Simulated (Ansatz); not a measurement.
Molecule: C2BCl2, charge -1, multiplicity 1. It need not be the lowest isomer of its formula. Whether it binds its extra electron was not tested at this geometry. 
Structure (B3LYP-D3(BJ)/def2-TZVP (Ansatz, a program for electronic structure) minimum search):
SMILES: [C-]#CB(Cl)Cl
```xyz
5

C      2.8699    -0.0735     0.2720
C      1.6242    -0.0416     0.1540
B      0.1842    -0.0047     0.0175
Cl    -0.7767     1.5272    -0.1297
Cl    -0.8636    -1.4852    -0.0258
```
Charge -1, spin multiplicity 1.

Total electronic energies in hartree. Cores are frozen in the correlated levels unless marked. Spin-orbit coupling is left out. Non-relativistic. CBS(X,Y): correlation extrapolated as X^-3; Hartree-Fock from the larger set.

```tsv
level	program	energy (Eh)
RI-HF/aug-cc-pV(Q+d)Z	Ansatz	-1019.54343
PBE-D3(BJ)/def2-TZVPD	Ansatz + dftd3	-1021.07078
r2SCAN0-D4/def2-TZVPD	Ansatz + dftd4	…
LC-wPBE-D3(BJ)/def2-TZVPD	Ansatz + dftd3	-1021.23143
LC-wPBE-D4/def2-TZVPD	Ansatz + dftd4	-1021.23296
B2GP-PLYP/def2-TZVPD	Ansatz	-1021.11516
MP2/cc-pwCVTZ	Ansatz	-1020.30897
RI-MP2/aug-cc-pV(Q+d)Z	Ansatz	-1020.38296
RI-MP2/cc-pV(T+d)Z	Ansatz	-1020.29337
SCS-MP2/STO-3G	Ansatz	-1008.40788
SCS-MP2/6-31G	Ansatz	-1019.62782
SCS-MP2/6-31G*	Ansatz	-1019.96961
SCS-MP2/cc-pwCVTZ	Ansatz	-1020.29153
SCS-MP2/aug-cc-pV(Q+d)Z	Ansatz	-1020.37212
CCSD(T)/CBS(aug-cc-pV(T+d)Z,aug-cc-pV(Q+d)Z)	Ansatz	-1020.4959
```

### Question
Some entries are withheld; supply them.

### Answer

- r2SCAN0-D4/def2-TZVPD, energy (Eh): -1021.43503
